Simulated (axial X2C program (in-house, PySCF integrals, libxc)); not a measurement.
## Correcting the dissociation energy of CaSe⁺ for spin–orbit coupling

A spin-free CCSD(T) curve (one-electron X2C) was computed with an axial X2C code built on PySCF integrals, basis Se dyall-cv3z [8s9p6d4f1g], Ca dyall-cv3z [11s12p6d4f] (cores contracted in-house), for the state M_S = 1/2, Λ = 1 (beyond evenly filled blocks: π+α, π+β, π-α). It gives D0 = 2.166 eV to Se + Ca+, which in a spin-free picture are the weighted means of the ground terms.

Correlated methods: 15 electrons correlated (number of frozen shells: Se 3 s, 2 p, 1 d; Ca 2 s, 1 p), 267 virtual spin orbitals or spinors in MP2, 90 natural virtuals in coupled cluster.

Measured levels of the ground terms (NIST Handbook of Basic Atomic Spectroscopic Data), in cm⁻¹: Se 3P: J = 2 at 0, J = 1 at 1989.5, J = 0 at 2534.4; Ca+ 2S: J = 1/2 at 0.

The two components of the molecular doublet are 1430 cm⁻¹ apart in the PBE0 2c search (Ω = 3/2 lower), so the lower one lies 715 cm⁻¹ under their mean.

**Question.** How far does each ground level lie under the (2J+1)-weighted mean of its term?

**Answer.** Se: (5 × 0 + 3 × 1989.5 + 1 × 2534.4)/9 = 945 cm⁻¹; Ca+: a single level, 0.

**Question.** Correct D0.

**Answer.** D0 = 2.166 + (715 − 945)/8065.5 = 2.137 eV at CCSD(T) with these spin–orbit terms. The direct two-component run gives 2.138 eV; the difference holds second-order terms in the molecule, scalar two-electron terms, the gap between measured and computed atomic splittings (a 2c atom can miss part of its lowering) and, in coupled cluster, the truncation of each run.

Second-order spin–orbit effects in the molecule, which grow quickly with Z, are left out. The state is a single determinant with fixed occupations, the lowest that a limited PBE0 search found. Dissociation energies refer to the lowest single-determinant-based atoms at the same level and basis. Coupled cluster ran in a truncated set of natural virtual spinors; the MP2 energy of the rest was added. (T) has no such correction and the atoms are truncated less, which lowers De at CCSD(T) by a hundredth of an eV or more.
